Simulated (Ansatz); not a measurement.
Start from `N[CH2][SnH2][NH2]` and change one atom or group to get `N[CH2][SnH3]`.

Ansatz, PBE0-D4/def2-TZVP geometries, multiplicity 1. Each molecule was computed in one conformer, which needn't be the lowest.

Elements past krypton have def2 core potentials.

| property | `N[CH2][SnH2][NH2]` |
| --- | --- |
| size of the dipole moment (B3LYP/def2-TZVPP) / D | 2.53 |
| HOMO energy (ωB97M-V/def2-TZVPP) / eV | -8.87 |
| HOMO–LUMO gap (B3LYP/def2-TZVPP) / eV | 6.30 |
| zero-point energy (PBE0-D4/def2-TZVP) / kJ/mol | 244.3 |
| HOMO energy (PBE/def2-TZVPP) / eV | -5.24 |
| LUMO energy (ωB97M-V/def2-TZVPP) / eV | 1.56 |

Q: What does the change do to each property? (Estimate.)

A: Computed: 
```json
{"property": "size of the dipole moment (B3LYP/def2-TZVPP) / D", "`N[CH2][SnH3]`": "1.72", "shift": "-0.81"}
{"property": "HOMO energy (ωB97M-V/def2-TZVPP) / eV", "`N[CH2][SnH3]`": "-9.12", "shift": "-0.25"}
{"property": "HOMO–LUMO gap (B3LYP/def2-TZVPP) / eV", "`N[CH2][SnH3]`": "6.63", "shift": "0.33"}
{"property": "zero-point energy (PBE0-D4/def2-TZVP) / kJ/mol", "`N[CH2][SnH3]`": "194.9", "shift": "-49.4"}
{"property": "HOMO energy (PBE/def2-TZVPP) / eV", "`N[CH2][SnH3]`": "-5.40", "shift": "-0.16"}
{"property": "LUMO energy (ωB97M-V/def2-TZVPP) / eV", "`N[CH2][SnH3]`": "1.60", "shift": "0.04"}
```

With PBE0 the HOMO falls by 0.22 eV and the LUMO rises by 0.09 eV, so the gap widens by about 0.31 eV. PBE moves the HOMO by -0.16 eV and ωB97M-V by -0.25 eV. The zero-point energy changes by -49.4 kJ/mol with -6 modes. Dipoles are sizes alone; their direction can turn.

B3LYP here is the variant with VWN-RPA as its local correlation; programs differ in this.
